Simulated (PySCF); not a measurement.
```xyz
3
charge 0 multiplicity 2, angstrom
Ru    0.1061   -0.1316    0.0401
O    -0.3441    0.4266   -1.5179
N    -0.3793    0.4701    1.4418
```

All numbers come from UPBE0/[Ru def2-TZVP with ECP28, O def2-TZVP, N def2-TZVP], scalar-relativistic core potentials, density fitting, no spin–orbit coupling, PySCF.

This geometry of RuON is a stationary point at this level.

(1) What is the point group?

(2) Is it a minimum?

(3) What are the dipole moment and the gap between the highest occupied and lowest empty levels of either spin?

(4) Give the ideal-gas entropy at 298.15 K and 1 bar by parts.

Answers

(1) Cs.

(2) Yes: all harmonic wavenumbers are real.

(3) 3.94 D and 2.75 eV.

(4) translation 169.7, rotation 94.7, vibration 7.3, spin 5.8; total 277.5 J/(mol K).

This need not be the most stable arrangement of these atoms. Open d and f shells are described by one determinant, and the ground state may have another occupation or spin. At this level a doublet minimum of Cs symmetry lies 8 kJ/mol below this structure.
